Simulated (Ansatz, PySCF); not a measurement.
CH₉NSi₂, SMILES C[Si@@H](N)[SiH3]. Atoms are numbered in the order given.

```xyz
13

C     -1.1886    -1.5708     0.5539
Si    -0.5782    -0.0303    -0.3279
N     -1.4222     1.3618     0.2954
Si     1.7657     0.1156    -0.0913
H     -2.2807    -1.6621     0.4497
H     -0.9475    -1.5316     1.6280
H     -0.7176    -2.4744     0.1369
H     -0.8956    -0.0925    -1.7902
H     -1.3148     1.5881     1.2794
H     -1.3981     2.2150    -0.2537
H      2.3037     1.3288    -0.7883
H      2.1259     0.2408     1.3602
H      2.4856    -1.0828    -0.6336
```
Charge 0, spin multiplicity 1.

The structure is a stationary point at PBE0-D3(BJ)/def2-SVP. The structure was generated by enumeration; whether it is a known compound was not checked. One conformer was computed; it need not be the lowest.

Two levels are set side by side: PBE-D3(BJ)/def2-SVP (Ansatz, a first-principles code) and PBE0-D3(BJ)/def2-SVP (Ansatz). Each level has its own optimised geometry; the coordinates shown are those of the second. Frequencies come from the Hessian of PySCF at each geometry. Differences are taken from unrounded values.

```
quantity                            PBE0-D3(BJ)  PBE-D3(BJ)  PBE-D3(BJ) minus PBE0-D3(BJ)
----------------------------------  -----------  ----------  ----------------------------
mean bond length (Å)                      1.443       1.453                         0.010
bond C1–Si2 (Å)                           1.877       1.888                         0.011
bond Si2–N3 (Å)                           1.743       1.760                         0.017
bond Si2–Si4 (Å)                          2.360       2.369                         0.009
bond C1–H5 (Å)                            1.101       1.109                         0.008
bond C1–H6 (Å)                            1.102       1.109                         0.008
bond C1–H7 (Å)                            1.101       1.109                         0.008
bond Si2–H8 (Å)                           1.498       1.508                         0.010
bond N3–H9 (Å)                            1.015       1.025                         0.010
bond N3–H10 (Å)                           1.015       1.025                         0.010
bond Si4–H11 (Å)                          1.499       1.509                         0.010
bond Si4–H12 (Å)                          1.501       1.511                         0.010
bond Si4–H13 (Å)                          1.499       1.510                         0.011
highest harmonic wavenumber (cm⁻¹)         3692        3554                          -137
mean harmonic wavenumber (cm⁻¹)            1278        1239                           -39
zero-point energy (kcal/mol)              60.31       58.46                         -1.85
```

Exact exchange shortens and stiffens bonds; PBE has none. Differences between two approximate levels are no errors against the true value.
